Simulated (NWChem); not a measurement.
System: CH$_{5}$NOSn, singlet; SMILES C[O][Sn][NH2]

NWChem input:

```
start job
memory heap 200 mb stack 900 mb global 1100 mb
geometry units angstroms noautoz
  Sn     0.362641    -0.577222     0.156828
  O      0.614570     1.413379     0.250199
  C     -0.360972     2.390256     0.110773
  H     -1.161221     2.321429     0.877166
  H      0.094727     3.391994     0.215063
  H     -0.862876     2.368529    -0.879220
  N     -1.643927    -0.499354    -0.179632
  H     -2.201025     0.346972    -0.252151
  H     -2.224708    -1.323599    -0.298303
end
basis spherical
  * library def2-svpd
end
ecp
  Sn library def2-ecp
end
dft
  xc xcamb88 1.00 lyp 0.81 vwn_5 0.19 hfexch 1.00
  cam 0.33 cam_alpha 0.19 cam_beta 0.46
  iterations 150
end
tddft
  cis
  nroots 6
  notriplet
end
task tddft energy
```

Excerpt of the output:

```
             Northwest Computational Chemistry Package (NWChem) 7.3.0
             --------------------------------------------------------

 CS  symmetry detected

                             Geometry "geometry" -> ""
                             -------------------------

 Output coordinates in angstroms (scale by  1.889725989 to convert to a.u.)

  No.       Tag          Charge          X              Y              Z
 ---- ---------------- ---------- -------------- -------------- --------------
    1 Sn                  50.0000     0.26544081    -0.61206134     0.00000000
    2 O                    8.0000     0.72607186     1.34305956     0.00000000
    3 C                    6.0000    -0.15702740     2.41336147     0.00000000
    4 H                    1.0000    -0.81886193     2.43395821     0.89108234
    5 H                    1.0000     0.40699687     3.36409302     0.00000000
    6 H                    1.0000    -0.81886193     2.43395821    -0.89108234
    7 N                    7.0000    -1.75131213    -0.33225517     0.00000000
    8 H                    1.0000    -2.22575315     0.56596003     0.00000000
    9 H                    1.0000    -2.42278582    -1.09376167     0.00000000

 Effective nuclear repulsion energy (a.u.)     357.0367705786

      Symmetry information
      --------------------

 Group name             Cs
 Group number              2
 Group order               2
 No. of unique centers     8

                                 NWChem DFT Module
                                 -----------------

 Summary of "ao basis" -> "ao basis" (spherical)
 ------------------------------------------------------------------------------
       Tag                 Description            Shells   Functions and Types
 ---------------- ------------------------------  ------  ---------------------
 Sn                        def2-svpd                12       32   5s4p3d
 O                         def2-svpd                 9       23   4s3p2d
 C                         def2-svpd                 8       20   4s2p2d
 H                         def2-svpd                 4        8   2s2p
 N                         def2-svpd                 8       20   4s2p2d

      Symmetry analysis of basis
      --------------------------

        a'         92
        a"         43

            General Information
            -------------------
          SCF calculation type: DFT
          Wavefunction type:  closed shell.
          No. of atoms     :     9
          No. of electrons :    48
           Alpha electrons :    24
            Beta electrons :    24
          Charge           :     0
          Spin multiplicity:     1
          Use of symmetry is: off; symmetry adaption is: on
          Maximum number of iterations: 150
          AO basis - number of functions:   135
                     number of shells:    57
          Convergence on energy requested:  1.00D-06
          Convergence on density requested:  1.00D-05
          Convergence on gradient requested:  5.00D-04

              XC Information
              --------------
                     Hartree-Fock (Exact) Exchange  1.000
                   CAM-Becke88 Exchange Functional  1.000
                      VWN V Correlation Functional  0.190 local
              Lee-Yang-Parr Correlation Functional  0.810

           Range-Separation Parameters
           ---------------------------
           Alpha           :  0.19
           Beta            :  0.46
           Gamma           :  0.33
           Short-Range HF  :     F

             Grid Information
             ----------------
          Grid used for XC integration:  medium
          Radial quadrature: Mura-Knowles
          Angular quadrature: Lebedev.
          Tag              B.-S. Rad. Rad. Pts. Rad. Cut. Ang. Pts.
          ---              ---------- --------- --------- ---------
          Sn                  1.45      123          11.0       590
          O                   0.60       49          11.0       434
          C                   0.70       49          12.0       434
          H                   0.35       45          13.0       434
          N                   0.65       49          11.0       434
          Grid pruning is: on
          Number of quadrature shells:   495
          Spatial weights used:  Erf1

      Superposition of Atomic Density Guess
      -------------------------------------

 Sum of atomic energies:        -418.15297290

      Non-variational initial energy
      ------------------------------

 Total energy =    -383.698834
 1-e energy   =    -992.702269
 2-e energy   =     414.384723
 HOMO         =      -0.295490
 LUMO         =      -0.035539

      Symmetry analysis of molecular orbitals - initial
      -------------------------------------------------

  Numbering of irreducible representations:

     1 a'          2 a"

  Orbital symmetries:

     1 a'          2 a'          3 a'          4 a'          5 a'
     6 a'          7 a"          8 a'          9 a'         10 a'
    11 a'         12 a"         13 a"         14 a'         15 a'
    16 a'         17 a'         18 a"         19 a'         20 a'
    21 a'         22 a"         23 a"         24 a'         25 a"
    26 a'         27 a'         28 a'         29 a'         30 a'
    31 a'         32 a"         33 a"         34 a'

 !! scf_movecs_sym_adapt:   30 vectors were symmetry contaminated

  Symmetry fudging

   convergence    iter        energy       DeltaE   RMS-Dens  Diis-err
 ---------------- ----- ----------------- --------- --------- ---------
 d= 0,ls=0.0,diis     1   -385.1047194583 -5.80D+02  1.66D-02  8.06D-01

 !! scf_movecs_sym_adapt:   36 vectors were symmetry contaminated

  Symmetry fudging

 !! scf_movecs_sym_adapt:    2 vectors were symmetry contaminated

 d= 0,ls=0.0,diis     2   -385.0332223127  7.15D-02  6.39D-03  1.75D+00

 !! scf_movecs_sym_adapt:   35 vectors were symmetry contaminated

  Symmetry fudging
 d= 0,ls=0.0,diis     3   -385.2091583893 -1.76D-01  1.06D-03  1.60D-02

 !! scf_movecs_sym_adapt:   36 vectors were symmetry contaminated

  Symmetry fudging
 d= 0,ls=0.0,diis     4   -385.2097748430 -6.16D-04  4.95D-04  9.95D-03

 !! scf_movecs_sym_adapt:   15 vectors were symmetry contaminated

  Symmetry fudging
 d= 0,ls=0.0,diis     5   -385.2108481307 -1.07D-03  1.13D-04  3.25D-04

 !! scf_movecs_sym_adapt:    2 vectors were symmetry contaminated

  Symmetry fudging
  Resetting Diis
 d= 0,ls=0.0,diis     6   -385.2108827685 -3.46D-05  4.30D-05  2.67D-05
 d= 0,ls=0.0,diis     7   -385.2108863992 -3.63D-06  1.21D-05  6.04D-07
 d= 0,ls=0.0,diis     8   -385.2108864892 -9.00D-08  4.43D-06  5.18D-07

[...]

                                NWChem TDDFT Module
                                -------------------

            General Information
            -------------------
           No. of orbitals :     270
            Alpha orbitals :     135
             Beta orbitals :     135
        Alpha frozen cores :       0
         Beta frozen cores :       0
     Alpha frozen virtuals :       0
      Beta frozen virtuals :       0
         Spin multiplicity :       1
    Number of AO functions :     135
        Use of symmetry is : off
      Symmetry adaption is : on
         Schwarz screening :  0.10D-07

              XC Information
              --------------
              Hartree-Fock (Exact) Exchange   1.00
            CAM-Becke88 Exchange Functional   1.00
               VWN V Correlation Functional   0.19 local
       Lee-Yang-Parr Correlation Functional   0.81
           Alpha           :  0.19
           Beta            :  0.46
           Gamma           :  0.33

             TDDFT Information
             -----------------
          Calculation type : Tamm-Dancoff TDDFT
         Wavefunction type : Restricted singlets
          No. of electrons :      48
           Alpha electrons :      24
            Beta electrons :      24
              No. of roots :       6
          Max subspacesize :    5200
            Max iterations :     100
               Target root :       1
           Target symmetry : none
      Symmetry restriction : off
                 Algorithm : Optimal
        Davidson threshold :  0.10D-03

    6 smallest eigenvalue differences (eV)
--------------------------------------------------------
  No. Spin  Occ  Vir  Irrep   E(Occ)    E(Vir)   E(Diff)
--------------------------------------------------------
    1    1   24   25 a'       -0.318    -0.028     7.904
    2    1   23   25 a"       -0.318    -0.028     7.913
    3    1   22   25 a'       -0.337    -0.028     8.413
    4    1   21   25 a"       -0.345    -0.028     8.631
    5    1   24   26 a"       -0.318     0.024     9.308
    6    1   23   26 a'       -0.318     0.024     9.317
--------------------------------------------------------

  Entering Davidson iterations
  Restricted singlet excited states

  Iter   NTrls   NConv    DeltaV     DeltaE      Time
  ----  ------  ------  ---------  ---------  ---------
    1      6       0     0.15E+00   0.10+100      110.8
    2     12       0     0.37E-01   0.21E-01      107.5
    3     18       0     0.15E-01   0.26E-02      106.5
    4     24       0     0.79E-02   0.42E-03      107.2
    5     30       0     0.37E-02   0.11E-03      108.1
    6     36       1     0.20E-02   0.27E-04      110.7
    7     41       3     0.58E-01   0.31E-02      113.9
    8     44       3     0.27E-01   0.38E-02      103.1
    9     47       4     0.67E-02   0.62E-03      108.1
   10     49       5     0.22E-02   0.49E-04       95.2
   11     50       5     0.81E-03   0.58E-05       92.8
   12     51       5     0.26E-03   0.57E-06       97.9
   13     52       6     0.70E-04   0.38E-07       96.4
  ----  ------  ------  ---------  ---------  ---------
  Convergence criterion met

  Ground state a'       -385.210886489212 a.u.

  ----------------------------------------------------------------------------
  Root   1 singlet a"             0.177487591 a.u.                4.8297 eV
  ----------------------------------------------------------------------------
     Transition Moments    X  0.00000   Y -0.00000   Z -0.75964
     Dipole Oscillator Strength                    0.0682794958
     Electric Quadrupole                           0.0000001719
     Magnetic Dipole                               0.0000012114
     Total Oscillator Strength                     0.0682808791

     Occ.   16  a'  ---  Virt.   25  a"      -0.06837
     Occ.   19  a'  ---  Virt.   25  a"       0.05066
     Occ.   21  a'  ---  Virt.   25  a"       0.31819
     Occ.   23  a'  ---  Virt.   25  a"       0.93350
     Occ.   23  a'  ---  Virt.   32  a"      -0.05665
  ----------------------------------------------------------------------------
  Root   2 singlet a'             0.187284233 a.u.                5.0963 eV
  ----------------------------------------------------------------------------
     Transition Moments    X  0.36661   Y  0.33081   Z -0.00000
     Dipole Oscillator Strength                    0.0304445907
     Electric Quadrupole                           0.0000002674
     Magnetic Dipole                               0.0000001362
     Total Oscillator Strength                     0.0304449944

     Occ.   21  a'  ---  Virt.   28  a'       0.08794
     Occ.   22  a"  ---  Virt.   25  a"       0.17115
     Occ.   23  a'  ---  Virt.   26  a'      -0.16915
     Occ.   23  a'  ---  Virt.   27  a'       0.05590
     Occ.   24  a"  ---  Virt.   25  a"       0.94649
  ----------------------------------------------------------------------------
  Root   3 singlet a"             0.198518607 a.u.                5.4020 eV
  ----------------------------------------------------------------------------
     Transition Moments    X  0.00000   Y -0.00000   Z  0.72534
     Dipole Oscillator Strength                    0.0696290960
     Electric Quadrupole                           0.0000002859
     Magnetic Dipole                               0.0000027045
     Total Oscillator Strength                     0.0696320865

     Occ.   16  a'  ---  Virt.   25  a"       0.05166
     Occ.   20  a'  ---  Virt.   25  a"      -0.11611
     Occ.   21  a'  ---  Virt.   25  a"       0.92798
     Occ.   22  a"  ---  Virt.   27  a'       0.06134
     Occ.   23  a'  ---  Virt.   25  a"      -0.30547
     Occ.   24  a"  ---  Virt.   26  a'      -0.05965
  ----------------------------------------------------------------------------
  Root   4 singlet a'             0.208221250 a.u.                5.6660 eV
  ----------------------------------------------------------------------------
     Transition Moments    X -0.51108   Y  0.42683   Z  0.00000
     Dipole Oscillator Strength                    0.0615487887
     Electric Quadrupole                           0.0000002809
     Magnetic Dipole                               0.0000000396
     Total Oscillator Strength                     0.0615491092

     Occ.   21  a'  ---  Virt.   26  a'      -0.14794
     Occ.   22  a"  ---  Virt.   25  a"       0.93370
     Occ.   23  a'  ---  Virt.   27  a'       0.14375
     Occ.   23  a'  ---  Virt.   28  a'       0.13140
     Occ.   23  a'  ---  Virt.   29  a'      -0.07685
     Occ.   24  a"  ---  Virt.   25  a"      -0.16178
  ----------------------------------------------------------------------------
  Root   5 singlet a"             0.222799163 a.u.                6.0627 eV
  ----------------------------------------------------------------------------
     Transition Moments    X  0.00000   Y -0.00000   Z  0.48784
     Dipole Oscillator Strength                    0.0353485621
     Electric Quadrupole                           0.0000001075
     Magnetic Dipole                               0.0000000085
     Total Oscillator Strength                     0.0353486781

     Occ.   22  a"  ---  Virt.   26  a'      -0.28294
     Occ.   22  a"  ---  Virt.   27  a'      -0.06775
     Occ.   22  a"  ---  Virt.   30  a'      -0.06640
     Occ.   23  a'  ---  Virt.   25  a"      -0.06394
     Occ.   24  a"  ---  Virt.   26  a'       0.93122
     Occ.   24  a"  ---  Virt.   27  a'      -0.07228
     Occ.   24  a"  ---  Virt.   28  a'       0.07496
     Occ.   24  a"  ---  Virt.   30  a'       0.06517
     Occ.   24  a"  ---  Virt.   35  a'      -0.08226
  ----------------------------------------------------------------------------
  Root   6 singlet a"             0.239042740 a.u.                6.5047 eV
  ----------------------------------------------------------------------------
     Transition Moments    X -0.00000   Y  0.00000   Z  0.22649
     Dipole Oscillator Strength                    0.0081750776
     Electric Quadrupole                           0.0000003897
     Magnetic Dipole                               0.0000008983
     Total Oscillator Strength                     0.0081763655

     Occ.   22  a"  ---  Virt.   26  a'      -0.53630
     Occ.   22  a"  ---  Virt.   27  a'       0.13163
     Occ.   22  a"  ---  Virt.   30  a'      -0.06552
     Occ.   22  a"  ---  Virt.   31  a'       0.07804
     Occ.   22  a"  ---  Virt.   35  a'       0.05047
     Occ.   24  a"  ---  Virt.   26  a'      -0.11633
     Occ.   24  a"  ---  Virt.   27  a'       0.73861
     Occ.   24  a"  ---  Virt.   28  a'       0.25647
     Occ.   24  a"  ---  Virt.   29  a'      -0.15496
     Occ.   24  a"  ---  Virt.   30  a'       0.06870
     Occ.   24  a"  ---  Virt.   34  a'      -0.07869
     Occ.   24  a"  ---  Virt.   35  a'       0.05194

              Target root =      1
          Target symmetry = none
      Ground state energy =   -385.210886489212
        Excitation energy =      0.177487590533
     Excited state energy =   -385.033398898679

  stored tddft:energy   -385.03339889867874
```

Level: CAM-B3LYP/def2-SVPD with def2 effective core potentials on Sn, TDA. Low-valent species are run as closed-shell singlets; no triplet was tried in these runs. All runs use the structure optimised with PBE0/def2-SVP. No frequency run checked for a minimum. def2 effective core potentials on Sn; no spin-orbit coupling.
